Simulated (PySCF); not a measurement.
(LiCl)4 ring, Li4Cl4.
Cartesian coordinates in Å at the PBE0-D3(BJ)/def2-SVP level; atoms count from 1:
```xyz
8
Li4Cl4 angstrom
Li    -0.0767   -0.5925   -2.4950
Cl    -2.0885   -0.0288   -1.9706
Li    -2.5209    0.5341    0.0698
Cl    -2.0202    0.9361    2.1332
Li     0.0763    0.5907    2.4940
Cl     2.0898    0.0316    1.9704
Li     2.5212   -0.5317   -0.0701
Cl     2.0191   -0.9396   -2.1318
```

The calculation used TDDFT PBE0/def2-SVPD, vertical, gas phase, core orbitals frozen in the response in PySCF 2.14.0, density-fitted response routines.

Kohn–Sham orbitals with the atoms that hold most of them (Löwdin shares over 4%, at most four atoms; ? is withheld):

| orbital | ε (eV) | atoms |
| --- | --- | --- |
| HOMO-3 | -8.80 | Cl2 25%, Cl6 25%, Cl8 20%, Cl4 20% |
| HOMO-2 | -8.69 | Cl6 48%, Cl2 48% |
| HOMO-1 | -8.67 | Cl4 48%, Cl8 48% |
| HOMO | ? | Cl4 28%, Cl8 28%, Cl6 22%, Cl2 22% |
| LUMO | -0.73 | ? |
| LUMO+1 | -0.14 | Li3 29%, Li7 29%, Li1 12%, Li5 12% |
| LUMO+2 | -0.12 | Li1 29%, Li5 29%, Li7 12%, Li3 12% |

(1) Which atoms hold the LUMO, and with what shares?

(2) What is the HOMO energy, and the HOMO–LUMO gap?

Answers

(1) Li3 (bonded to 2 Cl) 21%; Li7 (bonded to 2 Cl) 21%; Li1 (bonded to 2 Cl) 21%; Li5 (bonded to 2 Cl) 21%.

(2) ε(HOMO) = -8.56 eV; the gap is 7.83 eV (0.2876 hartree).

Problem. The HOMO–LUMO gap is 7.83 eV. Where does the response calculation put the lowest singlet, and from which orbitals?

Solution. S1 is at 6.82 eV (f = 0.0001), 1.00 eV below the gap, made of HOMO→LUMO (89%). 

Next come S2 at 6.95 eV (f 0.0000), HOMO-1→LUMO (87%); S3 at 6.96 eV (f 0.0000), HOMO-2→LUMO (88%); S4 at 7.11 eV (f 0.0002), HOMO-4→LUMO (89%); S5 at 7.12 eV (f 0.236), HOMO-3→LUMO (86%).

Orbitals of the list HOMO-3 to LUMO+2 that lie within 0.01 eV of each other are written together with a slash and their weights summed (≥ marks a lower bound); for degenerate orbitals outside that list single weights are arbitrary.

Löwdin shares depend on the basis, the more so with diffuse functions.

The run took 18 s wall on one thread, Arm Neoverse V1, shared host.

One conformer stands for the species.
